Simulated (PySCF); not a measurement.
Species: C6H14P2.
Numbering: `[PH2:1][CH2:2][CH2:3][PH:4][CH:5]1[CH2:6][CH2:7][CH2:8]1`

Probes without a nucleus sit at each ring's centroid and 1 Å off its mean plane on both sides; NICS is minus the shielding there, NICSzz its component along the normal. Level: GIAO PBE0/pcSseg-1 (PySCF, non-relativistic, gas phase) on the GFN2-xTB geometry, one conformer.

Ring bond lengths (Å), with Mayer bond orders in brackets: C5–C6 1.541 (0.98), C6–C7 1.535 (1.05), C7–C8 1.535 (1.04), C8–C5 1.540 (1.00).

**Question.** What do the NICS probes read (ppm)?

**Answer.** 
| ring | type | NICS(0) | NICS(1), two faces | NICS(1)zz, two faces | rms pucker (Å) | centre to ring atoms, mean (Å) |
| --- | --- | --- | --- | --- | --- | --- |
| C5–C6–C7–C8 | 4-membered carbocycle; formal bonds all single | 0.1 | -0.2 / -0.3 | 4.2 / 5.3 | 0.09 | 1.08 |

**Question.** What can be read from them?

**Answer.** 
- C5–C6–C7–C8: mean NICS(1)zz 4.7 ppm, deshielded. C5, C6, C7, C8 have four or more neighbours, and the NICS criterion for π rings isn't applied.

**Question.** What field does 1 T along the ring normal induce along that normal at the second NICS(1) probe listed for ring C5–C6–C7–C8, 1 Å off the ring?

**Answer.** NICSzz × B0 = 5.3 ppm × 1 T = 5 μT, along the applied field.

**Question.** How shielded are the nuclei of the rings and their hydrogens (means over atoms taken as equivalent)?

**Answer.** 
| atoms | environment | σ isotropic (ppm) | principal values of the symmetric part, first atom (ppm) |
| --- | --- | --- | --- |
| C5 | sp3 carbon bound to phosphorus | 157.9 | 137.1, 164.4, 172.3 |
| C6 (×2) | four-membered-ring carbon | 156.4 | 128.2, 151.4, 178.8 |
| C7 | four-membered-ring carbon | 167.9 | 156.9, 167.4, 179.3 |
| H on C5 | methine hydrogen | 29.29 | 25.4, 30.4, 32.1 |
| H on C6 (×2) | methylene hydrogen | 29.32 | 25.0, 28.3, 34.2 |
| H on C6 (×2) | methylene hydrogen | 29.85 | 26.3, 30.3, 32.9 |
| H on C7 | methylene hydrogen | 29.58 | 26.4, 26.9, 35.4 |
| H on C7 | methylene hydrogen | 29.72 | 25.7, 26.4, 37.0 |

Conformer computed: `[PH2:1][CH2:2][CH2:3][PH:4][CH:5]1[CH2:6][CH2:7][CH2:8]1`: P1–C2–C3–P4 -176°, C2–C3–P4–C5 -78°, C3–P4–C5–C6 -56°, H–P1–C2–C3 -45°, H–P1–C2–C3 47°.
